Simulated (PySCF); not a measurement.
BiF3, charge -1, doublet, geometry from GFN2-xTB (such geometries of metal compounds can be far from the true shape) (a state made from the parent by changing its charge; the spin is typed, not shown lowest) (core potentials on Bi); BLYP/def2-SVP in PySCF.

Input for PySCF:
```python
from pyscf import gto, scf, dft

mol = gto.M(
    atom='''
Bi   -0.00000000    0.00000000   -0.00000000
F    -1.82625889   -1.38897808   -0.00746710
F    -0.28966236    2.27575214    0.03981639
F     2.11592124   -0.88677405   -0.03234929
''',
    basis='def2-svp',
    ecp={'Bi': 'def2-svp'},
    charge=-1,
    spin=1,
    verbose=4,
)

mf = dft.UKS(mol)
mf.xc = 'blyp'
mf.diis = False
mf.damp = 0.3
mf.diis_start_cycle = 200
mf.max_cycle = 150
mf.kernel()
```

Problem. Write the output that PySCF gives for this input, abridged.

Solution. 
```
PySCF version 2.14.0

[INPUT] verbose = 4
[INPUT] num. atoms = 4
[INPUT] num. electrons = 51
[INPUT] charge = -1
[INPUT] spin (= nelec alpha-beta = 2S) = 1
[INPUT] symmetry False subgroup None
[INPUT] Mole.unit = angstrom
[INPUT] Symbol           X                Y                Z      unit          X                Y                Z       unit  Magmom
[...]
nuclear repulsion = 175.579835939372
number of shells = 28
number of NR pGTOs = 133
number of NR cGTOs = 68
basis = def2-svp
ecp = {'Bi': 'def2-svp'}

******** <class 'pyscf.dft.uks.UKS'> ********
method = UKS
initial guess = minao
damping factor = 0.3
level_shift factor = 0
DIIS disabled
SCF conv_tol = 1e-09
SCF conv_tol_grad = None
SCF max_cycles = 150
direct_scf = True
direct_scf_tol = 1e-13
number electrons alpha = 26  beta = 25
XC library pyscf.dft.libxc version 7.1.2
    S. Lehtola, C. Steigemann, M. J. T. Oliveira, and M. A. L. Marques,  SoftwareX 7, 1–5 (2018)
XC functionals = blyp
    A. D. Becke,  Phys. Rev. A 38, 3098 (1988)
    C. Lee, W. Yang, and R. G. Parr,  Phys. Rev. B 37, 785 (1988)
    B. Miehlich, A. Savin, H. Stoll, and H. Preuss,  Chem. Phys. Lett. 157, 200 (1989)
radial grids:
    Treutler-Ahlrichs [JCP 102, 346 (1995); DOI:10.1063/1.469408] (M4) radial grids

becke partition: Becke, JCP 88, 2547 (1988); DOI:10.1063/1.454033
pruning grids: <function nwchem_prune>
grids dens level: 3
symmetrized grids: False
atomic radii adjust function: <function treutler_atomic_radii_adjust>
small_rho_cutoff = 0
Set gradient conv threshold to 3.16228e-05
tot grids = 66232
init E= -487.358725461293

cycle= 1 E= -512.549470833087  delta_E= -25.2  |g|=  1.6  |ddm|= 9.33
cycle= 2 E= -513.348501586027  delta_E= -0.799  |g|= 1.18  |ddm|= 4.18
cycle= 3 E= -512.183771388616  delta_E= 1.16  |g|= 2.05  |ddm|= 2.57
cycle= 4 E= -512.184312201955  delta_E= -0.000541  |g|= 2.17  |ddm|= 2.98
cycle= 5 E= -510.019006944398  delta_E= 2.17  |g|= 3.03  |ddm|= 3.57
cycle= 6 E= -510.955660569898  delta_E= -0.937  |g|= 2.81  |ddm|= 4.03
cycle= 7 E= -508.737205718964  delta_E= 2.22  |g|=  3.5  |ddm|= 4.34
cycle= 8 E= -510.386294181128  delta_E= -1.65  |g|= 3.05  |ddm|= 4.53
cycle= 9 E= -508.300260647923  delta_E= 2.09  |g|= 3.65  |ddm|= 4.63
cycle= 10 E= -510.211802764985  delta_E= -1.91  |g|= 3.12  |ddm|= 4.69
cycle= 11 E= -508.180271091584  delta_E= 2.03  |g|= 3.69  |ddm|= 4.72
cycle= 12 E= -510.16541987575  delta_E= -1.99  |g|= 3.14  |ddm|= 4.73
cycle= 13 E= -508.11642032229  delta_E= 2.05  |g|=  3.7  |ddm|= 4.74
cycle= 14 E= -509.97211428478  delta_E= -1.86  |g|= 3.16  |ddm|= 4.84
cycle= 15 E= -507.273681734672  delta_E=  2.7  |g|= 3.87  |ddm|= 4.92
cycle= 16 E= -509.56044657014  delta_E= -2.29  |g|= 3.26  |ddm|= 5.09
cycle= 17 E= -505.555980625212  delta_E=    4  |g|= 3.94  |ddm|= 5.22
cycle= 18 E= -507.560718796329  delta_E=   -2  |g|= 3.52  |ddm|=  6.1
cycle= 19 E= -500.223596536421  delta_E= 7.34  |g|= 3.23  |ddm|= 11.6
cycle= 20 E= -481.115961521233  delta_E= 19.1  |g|= 4.89  |ddm|= 12.9

cycle= 21 E= -458.198329988424  delta_E= 22.9  |g|=  5.4  |ddm|= 12.8
cycle= 22 E= -460.042179135259  delta_E= -1.84  |g|= 5.02  |ddm|= 14.1
cycle= 23 E= -445.459782668996  delta_E= 14.6  |g|= 5.74  |ddm|= 19.6
cycle= 24 E= -455.59428316191  delta_E= -10.1  |g|= 6.19  |ddm|= 19.8
cycle= 25 E= -440.782094438417  delta_E= 14.8  |g|= 6.01  |ddm|= 20.5
cycle= 26 E= -435.245736650547  delta_E= 5.54  |g|= 8.19  |ddm|= 20.9
cycle= 27 E= -435.062326400265  delta_E= 0.183  |g|= 5.08  |ddm|= 21.1
cycle= 28 E= -435.931612458883  delta_E= -0.869  |g|= 7.82  |ddm|= 21.1
cycle= 29 E= -435.08080736445  delta_E= 0.851  |g|= 5.11  |ddm|= 21.1
cycle= 30 E= -435.611226841061  delta_E= -0.53  |g|= 7.84  |ddm|= 21.1
cycle= 31 E= -435.088334359476  delta_E= 0.523  |g|=  5.1  |ddm|= 21.1
cycle= 32 E= -435.751126681745  delta_E= -0.663  |g|= 7.84  |ddm|= 21.1
cycle= 33 E= -435.079340952148  delta_E= 0.672  |g|= 5.11  |ddm|= 21.1
cycle= 34 E= -435.693533345326  delta_E= -0.614  |g|= 7.84  |ddm|= 21.1
[...]
cycle= 98 E= -435.710180039545  delta_E= -0.628  |g|= 7.84  |ddm|= 21.1
cycle= 99 E= -435.082516606995  delta_E= 0.628  |g|= 5.11  |ddm|= 21.1
cycle= 100 E= -435.710180039545  delta_E= -0.628  |g|= 7.84  |ddm|= 21.1
cycle= 101 E= -435.082516606995  delta_E= 0.628  |g|= 5.11  |ddm|= 21.1
cycle= 102 E= -435.710180039545  delta_E= -0.628  |g|= 7.84  |ddm|= 21.1
cycle= 103 E= -435.082516606995  delta_E= 0.628  |g|= 5.11  |ddm|= 21.1
cycle= 104 E= -435.710180039545  delta_E= -0.628  |g|= 7.84  |ddm|= 21.1
cycle= 105 E= -435.082516606994  delta_E= 0.628  |g|= 5.11  |ddm|= 21.1
cycle= 106 E= -435.710180039545  delta_E= -0.628  |g|= 7.84  |ddm|= 21.1
cycle= 107 E= -435.082516606994  delta_E= 0.628  |g|= 5.11  |ddm|= 21.1
cycle= 108 E= -435.710180039545  delta_E= -0.628  |g|= 7.84  |ddm|= 21.1
cycle= 109 E= -435.082516606995  delta_E= 0.628  |g|= 5.11  |ddm|= 21.1
cycle= 110 E= -435.710180039545  delta_E= -0.628  |g|= 7.84  |ddm|= 21.1
cycle= 111 E= -435.082516606995  delta_E= 0.628  |g|= 5.11  |ddm|= 21.1
cycle= 112 E= -435.710180039546  delta_E= -0.628  |g|= 7.84  |ddm|= 21.1
cycle= 113 E= -435.082516606995  delta_E= 0.628  |g|= 5.11  |ddm|= 21.1
cycle= 114 E= -435.710180039545  delta_E= -0.628  |g|= 7.84  |ddm|= 21.1
cycle= 115 E= -435.082516606995  delta_E= 0.628  |g|= 5.11  |ddm|= 21.1
cycle= 116 E= -435.710180039545  delta_E= -0.628  |g|= 7.84  |ddm|= 21.1
cycle= 117 E= -435.082516606995  delta_E= 0.628  |g|= 5.11  |ddm|= 21.1
cycle= 118 E= -435.710180039545  delta_E= -0.628  |g|= 7.84  |ddm|= 21.1
cycle= 119 E= -435.082516606994  delta_E= 0.628  |g|= 5.11  |ddm|= 21.1
cycle= 120 E= -435.710180039545  delta_E= -0.628  |g|= 7.84  |ddm|= 21.1
cycle= 121 E= -435.082516606995  delta_E= 0.628  |g|= 5.11  |ddm|= 21.1
cycle= 122 E= -435.710180039545  delta_E= -0.628  |g|= 7.84  |ddm|= 21.1
cycle= 123 E= -435.082516606995  delta_E= 0.628  |g|= 5.11  |ddm|= 21.1
cycle= 124 E= -435.710180039545  delta_E= -0.628  |g|= 7.84  |ddm|= 21.1
cycle= 125 E= -435.082516606995  delta_E= 0.628  |g|= 5.11  |ddm|= 21.1
cycle= 126 E= -435.710180039545  delta_E= -0.628  |g|= 7.84  |ddm|= 21.1
cycle= 127 E= -435.082516606995  delta_E= 0.628  |g|= 5.11  |ddm|= 21.1
cycle= 128 E= -435.710180039545  delta_E= -0.628  |g|= 7.84  |ddm|= 21.1
cycle= 129 E= -435.082516606994  delta_E= 0.628  |g|= 5.11  |ddm|= 21.1
cycle= 130 E= -435.710180039545  delta_E= -0.628  |g|= 7.84  |ddm|= 21.1
cycle= 131 E= -435.082516606994  delta_E= 0.628  |g|= 5.11  |ddm|= 21.1
cycle= 132 E= -435.710180039546  delta_E= -0.628  |g|= 7.84  |ddm|= 21.1
cycle= 133 E= -435.082516606995  delta_E= 0.628  |g|= 5.11  |ddm|= 21.1
cycle= 134 E= -435.710180039545  delta_E= -0.628  |g|= 7.84  |ddm|= 21.1
cycle= 135 E= -435.082516606994  delta_E= 0.628  |g|= 5.11  |ddm|= 21.1
cycle= 136 E= -435.710180039545  delta_E= -0.628  |g|= 7.84  |ddm|= 21.1
cycle= 137 E= -435.082516606994  delta_E= 0.628  |g|= 5.11  |ddm|= 21.1
cycle= 138 E= -435.710180039545  delta_E= -0.628  |g|= 7.84  |ddm|= 21.1
cycle= 139 E= -435.082516606995  delta_E= 0.628  |g|= 5.11  |ddm|= 21.1
cycle= 140 E= -435.710180039544  delta_E= -0.628  |g|= 7.84  |ddm|= 21.1
cycle= 141 E= -435.082516606995  delta_E= 0.628  |g|= 5.11  |ddm|= 21.1
cycle= 142 E= -435.710180039545  delta_E= -0.628  |g|= 7.84  |ddm|= 21.1
cycle= 143 E= -435.082516606994  delta_E= 0.628  |g|= 5.11  |ddm|= 21.1
cycle= 144 E= -435.710180039544  delta_E= -0.628  |g|= 7.84  |ddm|= 21.1
cycle= 145 E= -435.082516606994  delta_E= 0.628  |g|= 5.11  |ddm|= 21.1
cycle= 146 E= -435.710180039545  delta_E= -0.628  |g|= 7.84  |ddm|= 21.1
cycle= 147 E= -435.082516606995  delta_E= 0.628  |g|= 5.11  |ddm|= 21.1
cycle= 148 E= -435.710180039545  delta_E= -0.628  |g|= 7.84  |ddm|= 21.1
cycle= 149 E= -435.082516606994  delta_E= 0.628  |g|= 5.11  |ddm|= 21.1
cycle= 150 E= -435.710180039545  delta_E= -0.628  |g|= 7.84  |ddm|= 21.1
SCF not converged.
SCF energy = -435.710180039545 after 150 cycles  <S^2> = 0.75111879  2S+1 = 2.0011185
```

The run did not converge; its last values are not results.
